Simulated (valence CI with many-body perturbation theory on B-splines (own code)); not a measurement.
Results of a calculation; reference values are marked as such.
# Sensitivity of CI+MBPT for Mo¹⁹⁺

Level of theory: valence CI with perturbative core correlation (CI+MBPT): five valence electrons over a frozen Dirac-Fock core [Ar], radial functions for each j: 6 s, 6 p, 5 d, 5 f, 1 g, with the one-electron correlation potential Σ1 (screened to all orders), the two-electron term Σ2, the three-electron term Σ3, Breit, model QED; selected single and double excitations, second order for the rest, scaled by the run's own slope (own B-spline code, finite nucleus).

No measured levels were compared; by estimate terms of the open shell hold to 2 to 4 % of their energy, and close levels can change places. Among the levels kept, up to 430 cm⁻¹ of a level comes from second order outside the variational space, and about a tenth of that is noise between levels of different J, which matters for small intervals. Only levels of the ground parity were solved; by the run's estimate the other parity begins above the list, which can be wrong where configurations are misplaced.

The reference run has the lowest level 3d⁵ ⁶S_5/2 and an ionisation energy of 828.862 eV. Its largest variational space holds 9995 state functions.

Names give the largest LS component (configuration and term), which can be under half, so a name can repeat, a term be missing and a line seem to break the LS rules; names also repeat where a configuration has a term twice. Letters in brackets count levels of one name in rising energy.

Changed runs:
A. selection threshold (hartree) 2e-08 → 1e-05
B. cutoff of virtual states (hartree) 3528 → 1920; scale of Σ1 1 → 0; scale of Σ2 1 → 0; three-electron term on → off
C. size limit of the variational space 10000 → 3000; second order for the rest on → off
D. scale of Σ1 1 → 0 (bad on purpose)

Excitation energies of the reference run in cm⁻¹, and shifts in cm⁻¹:

| Level | Reference | A | B | C | D |
| --- | --- | --- | --- | --- | --- |
| 3d⁵ ⁴G_5/2 [a] | 86299 | -17 | +5192 | +1464 | +113 |
| 3d⁵ ⁴G_7/2 | 97483 | -21 | +3317 | +1549 | -170 |
| 3d⁵ ⁴G_11/2 | 98277 | +349 | +3229 | +52 | -217 |
| 3d⁵ ⁴G_5/2 [b] | 101061 | -15 | +4053 | +1266 | -214 |
| 3d⁵ ⁴G_9/2 | 101535 | -21 | +2671 | +949 | -277 |
| 3d⁵ ⁴P_3/2 | 102285 | -21 | +5228 | +455 | -126 |
| 3d⁵ ⁴P_1/2 | 110211 | +250 | +5015 | -2098 | -247 |
| 3d⁵ ⁴D_7/2 | 121225 | -23 | +4610 | +1710 | -349 |
| 3d⁵ ⁴D_5/2 | 130333 | -19 | +4832 | +1590 | -369 |
| 3d⁵ ⁴D_1/2 | 132696 | +286 | +4613 | -2129 | -516 |
| 3d⁵ ⁴D_3/2 | 136583 | -22 | +4068 | +424 | -547 |
| 3d⁵ ²I_11/2 | 140676 | +483 | +3433 | +455 | -333 |
| Ionisation energy (eV) | 828.862 | +0.007 | -10.354 | -0.422 | -2.294 |
